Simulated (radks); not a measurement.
Task: The mean radii <r> (bohr) of the occupied orbitals of an atom or ion are listed with their occupations. All-electron calculation, Dirac Kohn-Sham, PBE, spin-unpolarised, spherical densities, finite nucleus; Fermi nuclear charge, rms radius of each element as measured or else 0.836 A^(1/3) + 0.57 fm. Program: a radial shooting solver on a logarithmic mesh with Libxc functionals.

orbital  occ.      <r>
1s1/2       2  0.01835
2s1/2       2  0.07695
2p1/2       2  0.06365
2p3/2       4  0.07161
3s1/2       2   0.2006
3p1/2       2   0.1906
3p3/2       4   0.2053
3d3/2       4   0.1797
3d5/2       6   0.1842
4s1/2       2   0.4487
4p1/2       2   0.4536
4p3/2       4   0.4864
4d3/2       4   0.5020
4d5/2       6   0.5131
5s1/2       2    1.026
5p1/2       2    1.104
4f5/2       6   0.5780
4f7/2       7   0.5857
5p3/2       4    1.180

Name the element and its charge. Open shells, if any, fill j = l - 1/2 first.

Result: Z = 74, tungsten, charge +7: W7+ in [Xe] 4f13. The 1s radius gives Z: for a bare nucleus <r> = (2 gamma + 1)/(2Z) with gamma = sqrt(1 - (Z/c)^2), 0.01813 bohr for Z = 74, and screening makes it slightly larger (0.01835 here). The occupations add up to 67, and the charge is Z minus that.
